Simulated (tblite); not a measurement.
Compound: C3H6O4Si.
SMILES with atom numbers: `[CH3:1][O:2][C:3](=[O:4])[C:5](=[O:6])[O:7][SiH3:8]` (hydrogens: H9, H10, H11 on C1; H12, H13, H14 on Si8)

A start from a force field or distance geometry was refined with GFN2-xTB geometry optimisation, gas phase (tblite 0.8.0). Values at the start:

```
  coordinate    start
       C1–O2  1.427 Å
       C1–H9  1.119 Å
       O2–C3  1.390 Å
       C3=O4  1.269 Å
       C3–C5  1.472 Å
       C5=O6  1.261 Å
       C5–O7  1.389 Å
      O7–Si8  1.739 Å
     Si8–H12  1.485 Å
    C1–O2–C3   122.3°
    O2–C3–O4   117.3°
    O2–C3–C5   120.6°
    C3–C5–O6   117.0°
    C3–C5–O7   123.0°
    O4–C3–C5   122.1°
   C5–O7–Si8   117.6°
    O6–C5–O7   120.0°
 C1–O2–C3–O4      -2°
 O2–C3–C5–O6       0°
C3–C5–O7–Si8     180°
```

**Question.** How do these coordinates change at the GFN2-xTB level?

**Answer.** 
```csv
coordinate,GFN2-xTB (Å or °),change
C5–O7,1.307,-0.082
C3–C5,1.541,+0.069
C3=O4,1.202,-0.067
O2–C3,1.323,-0.067
O7–Si8,1.674,-0.065
C5=O6,1.200,-0.061
Si8–H12,1.454,-0.031
C1–H9,1.092,-0.027
C1–O2,1.425,-0.002
C3–C5–O7,112.1,-10.9
O2–C3–C5,110.3,-10.3
O2–C3–O4,126.0,+8.7
C3–C5–O6,123.1,+6.1
C5–O7–Si8,123.5,+5.9
C1–O2–C3,117.4,-4.9
O6–C5–O7,124.8,+4.8
O4–C3–C5,123.7,+1.6
O2–C3–C5–O6,32,+32
C1–O2–C3–O4,2,+4
C3–C5–O7–Si8,-177,+3
```

The energy falls by 1.083 eV over 99 L-BFGS steps, the largest force on an atom goes from 6.07 to 0.009 eV/Å, and the atoms move by 0.377 Å rms after alignment. The bond that changes most is C5–O7 (carbonyl carbon to oxygen singly bound to a carbonyl carbon), which shortens by 0.082 Å. Bonds longer at the end by more than 0.005 Å: 1 of 13; shorter: 9. Among the dihedrals that turn most is C5–O7–Si8–H13, from 103° to 57°. Rotational constants go from 5384, 793.9, 700.5 to 5043, 856.9, 761.2 MHz.

Its lowest GFN2-xTB frequency is 6i cm⁻¹, too small to tell a flat minimum from a shallow saddle. The numbers are those of one conformer.

The numbers are calculated, not measured.
